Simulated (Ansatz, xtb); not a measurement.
## C5H6N2: which of two isomers lies lower

We compare X, `Cc1ncccn1`, a singlet, with Y, `Cc1ccncn1`, a singlet. Both are isolated molecules in the gas phase, relaxed with B3LYP/def2-SVP.

Problem. Which of the two would you expect CCSD(T)/def2-SVP + ΔMP2/def2-TZVPP electronic energies to favour?

Solution. CCSD(T)/def2-SVP + ΔMP2/def2-TZVPP gives E(Y) − E(X) = +0.24 kcal/mol, slightly favouring structure X, which is too small a margin to settle the true order.

Level by level:

```tsv
level	geometry	E(Y) − E(X) (kcal/mol)	departure from the last row (kcal/mol)	job, with rough time for the two
GFN2-xTB	GFN2-xTB	+0.09	−0.14	optimisation, 0.11 s
HF/STO-3G	GFN2-xTB	+0.31	+0.07	single point, 0.5 s
r2SCAN-D4/def2-SVP	GFN2-xTB	+0.60	+0.37	single point, 5.4 s
B3LYP/def2-SVP	B3LYP/def2-SVP	+0.61	+0.38	optimisation, 40 s
HF/def2-SVP	B3LYP/def2-SVP	+0.71	+0.47	part of the CCSD(T) run
MP2/def2-SVP	B3LYP/def2-SVP	+0.38	+0.14	part of the CCSD(T) run
CCSD(T)/def2-SVP	B3LYP/def2-SVP	+0.38	+0.14	single point
CCSD(T)/def2-SVP + ΔMP2/def2-TZVPP	B3LYP/def2-SVP	+0.24		single point, 88 s
```

As drawn, both hold the same kinds of bond in the same numbers.

The largest departure from CCSD(T)/def2-SVP + ΔMP2/def2-TZVPP is that of HF/def2-SVP, 0.47 kcal/mol. The last row adds to CCSD(T) the change of the MP2 difference between the two basis sets, here −0.14 kcal/mol.

With thermal terms from frequencies at re-optimised GFN2-xTB minima (ideal gas, soft modes damped towards free rotors, one conformer each, 298.15 K, 1 atm): on the last row, ΔE + ΔZPE = +0.38, ΔH = +0.35, ΔG = +0.37 kcal/mol.

The correlated steps freeze 7 core orbitals. Programs: Ansatz 0.2.0, xtb 6.7.1; the last row on 2 threads of Arm Neoverse V1 on a shared host.
